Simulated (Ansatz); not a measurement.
## Ansatz (development build ahead of 0.2.0) run

```yaml
crystal:
  periodic: [false, false, false]
  atoms:
    - { symbol: Ti, position_ang: [0.0, 0.0, 0.0] }
basis:
  gaussian: { orbitals: STO-3G }
magnetization:
  spin_polarized: true
  initial_magnetization: 2
hamiltonian:
  xc: hf
correlation:
  method: mp2
  frozen_orbitals: { Ti: 5 }
```

The input is written out in the form of the current development build from the run's settings.

The run gave:

```
Converged                       : yes
Reference energy                : -839.56385 hartree
Correlation energy              : -0.07165 hartree
Total energy                    : -839.63550 hartree
Spin squared of the determinant : 2.096
```
